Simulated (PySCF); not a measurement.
Electron correlation in Ge²⁺ (germanium, charge +2)

[Ar] 3d10 4s2, closed-shell 1S. Computed with PySCF 2.14 in jorge-DZP-DKH (8s6p2d1f, 43 functions), with the spin-free X2C one-electron Hamiltonian (Gaussian nucleus). Frozen: [Ar] 3d10; 2 electrons correlated.

Total MP2 correlation energy: -24.94 mhartree.

Same-spin part 0.00 and opposite-spin part -24.94 mhartree; SCS-MP2 scales them by 1/3 and 6/5 to -29.93 mhartree.

With two correlated electrons CCSD is exact within the correlated space (frozen core and kept virtual orbitals).

| level | correlation energy (mhartree) |
| --- | --- |
| CCSD | -37.59 |

Diagnostics: T1 = 0.0049, D1 = 0.0070, largest double amplitude 0.102.

Cost of the coupled-cluster step: 0.07 s of wall time on 1 thread of Neoverse-V2 (shared host), for 2 correlated electrons.

Iterations:

```
CC2 = 0
CCSD nocc = 1, nmo = 29
frozen orbitals [0, 1, 2, 3, 4, 5, 6, 7, 8, 9, 10, 11, 12, 13]
max_cycle = 100
direct = 0
conv_tol = 1e-08
conv_tol_normt = 1e-06
diis_space = 8
diis_start_cycle = 0
Init t2, MP2 energy = -2096.13454459143  E_corr(MP2) -0.0249404999660066
Init E_corr(CCSD) = -0.0249404999660291
cycle = 1  E_corr(CCSD) = -0.03282925665919  dE = -0.00788875669  norm(t1,t2) = 0.0443308
cycle = 2  E_corr(CCSD) = -0.0357398243647695  dE = -0.00291056771  norm(t1,t2) = 0.0174988
cycle = 3  E_corr(CCSD) = -0.0376004398891225  dE = -0.00186061552  norm(t1,t2) = 0.00693329
cycle = 4  E_corr(CCSD) = -0.0375865761596487  dE = 1.38637295e-05  norm(t1,t2) = 7.9061e-05
cycle = 5  E_corr(CCSD) = -0.0375882561382703  dE = -1.67997862e-06  norm(t1,t2) = 1.11106e-05
cycle = 6  E_corr(CCSD) = -0.0375874010341334  dE = 8.55104137e-07  norm(t1,t2) = 2.59777e-06
cycle = 7  E_corr(CCSD) = -0.0375875507409962  dE = -1.49706863e-07  norm(t1,t2) = 5.34283e-07
cycle = 8  E_corr(CCSD) = -0.0375875439860187  dE = 6.75497747e-09  norm(t1,t2) = 4.81562e-08
CCSD converged
E(CCSD) = -2096.147191635455  E_corr = -0.03758754398601873
```
